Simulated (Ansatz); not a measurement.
```yaml
crystal:
  periodic: [false, false, false]
  atoms:
    - {symbol: Al, position_ang: [1.501944, 1.225498, -1.164952]}
    - {symbol: Al, position_ang: [-1.467421, -1.177504, 1.151134]}
    - {symbol: P, position_ang: [-0.615637, 0.901589, 0.106764]}
    - {symbol: P, position_ang: [0.579357, -0.931088, -0.158618]}
basis:
  gaussian: {orbitals: "6-31G*", nuclear_model: gaussian}
total_charge: 1
magnetization: {spin_polarized: true, initial_magnetization: 1}
hamiltonian: {xc: {name: PBE}, dispersion: d3bjatm}
scf: {omitted_lower_state_checks: [starts]}
output: {forces: true}
```

```sh
$ ansatz run in.yaml --threads 4 --pin off --events-out ev --progress --plain --max-ram 3916MiB
```

Output, abridged:

```
Functional definition: PBE
812 factors; their error is unknown
mean field evaluation 1: about -31732.5012 eV, gradient 3.7e1 eV
mean field evaluation 2: about -31626.9656 eV, gradient 1.0e2 eV
mean field evaluation 4: about -31742.8568 eV, gradient 1.9e1 eV
mean field evaluation 8: about -31746.7095 eV, gradient 1.6e-1 eV
mean field evaluation 16: about -31746.6832 eV, gradient 1.4e-3 eV
mean field -31746.68317124 eV, -1166.6690878684 hartree, gradient 4.9e-5 eV, S^2 0.759278; 0 other end points of the search recorded, 0 dependent functions left out
reference -31746.68321052 eV, -1166.6690893118 hartree; 28, 27 occupied and 48, 49 virtual orbitals, 812 factors
Total energy: -31746.87424222 eV, -1166.6761095974 hartree
Atom 0 at     1.501944     1.225498    -1.164952 Å, force    -0.212099    -0.330055     0.158662 eV/Å
Atom 1 at    -1.467421    -1.177504     1.151134 Å, force     0.064314     0.187793    -0.124089 eV/Å
Atom 2 at    -0.615637     0.901589     0.106764 Å, force     0.340581    -0.702756     0.010293 eV/Å
Atom 3 at     0.579357    -0.931088    -0.158618 Å, force    -0.192795     0.845018    -0.044866 eV/Å
Dipole moment:     0.013059     0.016757     0.012765 e Å
Checks for a lower state left out: starts
```

It took 1.4 s on 4 threads of Arm Neoverse V1 on a shared host.

The 6-31G sets use Cartesian d functions.

The dipole of an ion depends on the origin.
